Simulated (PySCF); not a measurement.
# Radial density of In²⁺ (indium, charge +2)

MN15, [Kr] 4d10 5s1, 2S determinant. All numbers are calculated (PySCF 2.14, the spin-free X2C one-electron Hamiltonian (Gaussian nucleus), in ANO-RCC-VTZP).

```
r (bohr)  4πr²ρ (e/bohr)  4πr²(ρα − ρβ)
  0.0255           61.22         0.0040
  0.0430           54.07        -0.0010
  0.0722           73.87         0.0192
   0.122           70.88         0.0000
   0.204           57.16         0.0097
   0.344           55.35         0.0161
   0.578           19.10         0.0724
   0.973           19.90        -0.0373
    1.64           4.905         0.4513
    2.75          0.6194         0.3789
    4.63         0.02963         0.0275
    7.79       0.0001863         0.0001
    13.1       2.769e-05         0.0000
```

Densities and radii are taken from the X2C orbitals without a picture-change correction, which distorts them close to the nucleus.

(1) Where is the radial spin density 4πr²(ρα − ρβ) most negative, and why is it negative at all?

Results:

(1) Around r = 0.973 bohr, down to -0.0373 e/bohr: exchange with the open shell polarises the paired shells in an unrestricted calculation.
